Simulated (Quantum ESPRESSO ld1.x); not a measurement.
The numbers below are computed, except where a source is named.
All-electron atom: the terbium ion Tb2+ in [Kr] 4d10 4f9 5s1.5 5p6 6s0.5 (fractional occupations, a model configuration). Level of theory: Dirac Kohn-Sham, PW91, spin-unpolarised, spherical densities, point nucleus; open shells fill j = l - 1/2 first (ld1.x of Quantum ESPRESSO 7.5).

X-ray form factor f0, the Fourier transform of the density (f0(0) = 63):

sin(theta)/lambda (1/angstrom)  f0 (electrons)
0.05                                    62.224
0.1                                     60.126
0.15                                    57.192
0.2                                     53.861
0.25                                    50.439
0.3                                     47.125
0.4                                     41.209
0.5                                     36.325
0.6                                     32.256
0.8                                     25.856
1                                       21.353
1.25                                    17.774
1.5                                     15.462
2                                       11.880
